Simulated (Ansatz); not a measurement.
This geometry of ClGaH2O + H4Si (10 atoms, charge 0, multiplicity 1) is a first-order saddle point.

The calculation used Ansatz, RKS PBE0-D4/def2-SVP.

```xyz
10
Properties=species:S:1:pos:R:3
Ga 0.202 0.189 0.099
O -0.098 -0.339 1.928
H -0.965 -0.723 2.123
H 1.610 -0.072 -0.494
Cl -1.643 0.017 -1.013
Si 0.016 2.681 1.083
H 0.947 3.303 2.069
H 0.530 3.025 -0.286
H -1.352 3.263 1.212
H -0.140 0.993 1.752
```

(1) Which two structures does it join? (They come from a converged band through this point; their orientation in space is the band's.)

(2) How far does it lie above each of them?

Answers

(1) Bonds broken: Si6–H10. Bonds formed: Ga1–Si6, O2–H10. ClGaH2O + H4Si becomes ClGaH6OSi.

Image 0:

```xyz
10
Properties=species:S:1:pos:R:3
Ga 0.135 -0.352 0.324
O -0.460 -1.046 1.848
H -1.405 -0.931 1.991
H 1.574 -0.591 -0.188
Cl -1.409 0.530 -0.924
Si 0.112 2.970 1.076
H 0.887 3.840 2.007
H 0.180 3.489 -0.316
H -1.290 2.814 1.548
H 0.782 1.615 1.109
```

Image 8:

```xyz
10
Properties=species:S:1:pos:R:3
Ga 0.184 0.597 0.004
O 0.025 -0.375 1.919
H -0.844 -0.791 1.769
H 1.346 -0.214 -0.657
Cl -1.819 -0.275 -0.433
Si 0.087 2.910 0.665
H 0.751 3.074 2.004
H 0.791 3.819 -0.292
H -1.327 3.379 0.816
H -0.087 0.214 2.678
```

(2) 1.22 eV above the first and 1.55 eV above the second. This is the barrier of this one path; another mechanism may lie lower. The orbitals stay closed-shell, which can raise the energy where a bond breaks towards radicals; this wasn't checked here.

The run took 100 s on 4 threads of Intel(R) Xeon(R) 6975P-C (Granite Rapids) (shared host), peak memory 0.32 GiB.
